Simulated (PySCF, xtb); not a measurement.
C3H5ClOSi, SMILES Cl[Si@H](O)CC#C.

GFN2-xTB in xtb at its own geometry gives an orbital gap of 5.71 eV and a dipole moment of 1.69 D.

Coordinates come from a B3LYP-D3(BJ)/def2-SVP optimisation. The structure was generated by enumeration; whether it is a known compound was not checked. Other conformers were not sampled.

Q: What does M06-2X/def2-TZVP (PySCF) give? (The exact figures need the calculation; the answer reports its results.)

A: gap 9.80 eV (levels -8.79 and 1.01 eV), dipole 1.64 D.
